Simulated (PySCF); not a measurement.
# Bond curve of SbCl⁻

Set-up: PySCF, scalar-relativistic core potentials, basis sets Sb aug-cc-pVDZ-PP with ECP28, Cl aug-cc-pV(D+d)Z. Energies in eV from Sb + Cl⁻ in their ground configurations at the same level. State: ²Π (doublet), unpaired electrons π ↑.

| R (Å) | PBE0 |
| --- | --- |
| 2.158 | -0.0040 |
| 2.258 | -0.4655 |
| 2.358 | -0.7083 |
| 2.434 | -0.7902 |
| 2.509 | -0.8113 |
| 2.584 | -0.7879 |
| 2.685 | -0.7093 |
| 2.810 | -0.5645 |
| 2.961 | -0.3591 |
| 3.161 | -0.0776 |

Q: Put a parabola through the three lowest points of the PBE0 curve and estimate Re, k and ωe (reduced mass 27.12 u; 1 eV/Å² = 0.16022 mdyn/Å; ωe = 1302.8·√(k/μ) cm⁻¹).

A: Through R = 2.434, 2.509, 2.584 Å the second-order coefficient is 3.96 eV/Å², so Re ≈ 2.507 Å, k ≈ 1.27 mdyn/Å and ωe ≈ 282 cm⁻¹. A polynomial fit of higher order to the unrounded PBE0 energies gives Re = 2.503 Å, k = 1.28 mdyn/Å, ωe = 283 cm⁻¹; anharmonicity and rounding make the difference.

The higher-order fit for each curve: PBE0: Re = 2.503 Å, ωe = 283 cm⁻¹, De = 0.81 eV.

These are scalar-relativistic numbers at best; spin–orbit coupling would shift them, the dissociation energy most. For an ion De counts to the pair picked by the measured ionisation energies or electron affinities, which need not be the lowest pair at this level. The highest Kohn–Sham level is positive in this anion. Much of that is self-interaction error, but it also means that the finite basis helps to hold the extra electron. The state was picked by a PBE0 search and need not be the measured ground state.
